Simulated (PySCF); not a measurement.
**Fractional electron number in Mo²⁺ (molybdenum, charge +2)**

The 4d alpha orbital of [Kr] 4d4 is emptied in steps (occupation f), with all orbitals relaxed, ending at [Kr] 4d3. All numbers are calculated (PySCF 2.14, scalar relativity through the core potential, in def2-TZVP with the def2 core potential (28 electrons)). The exact energy is a straight line in f; departures are measured from the line between the end points of the same method.

```
  f  UHF (eV)  LDA (eV)  PBE (eV)
  1     0.000     0.000     0.000
0.9     0.085    -0.531    -0.521
0.7     0.193    -1.247    -1.222
0.5     0.224    -1.493    -1.461
0.3     0.184    -1.261    -1.232
0.1     0.077    -0.543    -0.530
  0     0.000     0.000     0.000
```

| method | E(f=0) − E(f=1) (eV) | −ε at f=1 (eV) | −ε at f=0.5 (eV) |
| --- | --- | --- | --- |
| UHF | 26.105 | 27.056 | 26.080 |
| LDA | 27.529 | 21.651 | 27.489 |
| PBE | 27.310 | 21.536 | 27.281 |

Orbital energy along the path (eV):

```csv
f,UHF,LDA,PBE
1,-27.056,-21.651,-21.536
0.9,-26.846,-22.792,-22.663
0.7,-26.450,-25.116,-24.953
0.5,-26.080,-27.489,-27.281
0.3,-25.735,-29.901,-29.635
0.1,-25.410,-32.342,-32.010
0,-25.255,-33.568,-33.204
```

Reference removal energy between the ground levels: 27.13 ± 0.12 eV (semi-empirical (NIST evaluation); NIST Atomic Spectra Database, ionization energies). The calculation has no spin-orbit coupling. The determinant left behind need not be the lowest term of the ion. UHF lacks correlation.
